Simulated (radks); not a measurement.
All-electron atom: Mo XX in [Ar] 3d5.

Calculated with a radial shooting solver on a logarithmic mesh with Libxc functionals: non-relativistic Kohn-Sham, PBE, spin-polarised, spherical densities, point nucleus; open shells are filled with parallel spins first (spin-orbit coupling, left out, can overturn this in heavy ions); relativity is left out, which matters for an element this heavy.

Energy parts (eV):
| part | energy |
|---|---|
| total | -103120.343 |
| kinetic | 103090.952 |
| electron-nucleus | -230476.995 |
| Hartree | 27004.611 |
| exchange-correlation | -2738.911 |

Orbitals (lengths in bohr, moments of r in powers of bohr; r(max) is where P^2 peaks; r(90%) holds 90 % of the orbital's charge):
orbital  occ.  eigenvalue (eV)  r(90%)   r(max)
1s up       1        -19974.27  0.0646  0.02401
1s down     1        -19974.21  0.0646  0.02401
2s up       1        -3329.307   0.243   0.1341
2s down     1        -3318.018   0.243   0.1339
2p up       3        -3119.344   0.220   0.1055
2p down     3        -3111.182   0.219   0.1053
3s up       1        -1019.298   0.605   0.3810
3s down     1        -1006.441   0.608   0.3820
3p up       3        -940.7807   0.601   0.3659
3p down     3        -927.3018   0.605   0.3672
3d up       5        -804.6688   0.569   0.3001
3d down     0        -788.5387   0.576   0.3022
4s up       0        -471.6447    1.19   0.8307
4s down     0        -467.4260    1.20   0.8351
4p up       0        -441.2244    1.22   0.8389
4p down     0        -436.9533    1.23   0.8442

The highest occupied level is 3d up at -804.67 eV. Summed over all electrons, <r^2> = 2.509 bohr^2, which gives a Langevin (diamagnetic) susceptibility term of -1.99 x 10^-6 cm^3/mol. Virial ratio -V/T = 2.00029. The electron density at the nucleus is 5.169e+04 e/bohr^3. The density falls to 0.001 e/bohr^3 at r = 1.20 bohr.
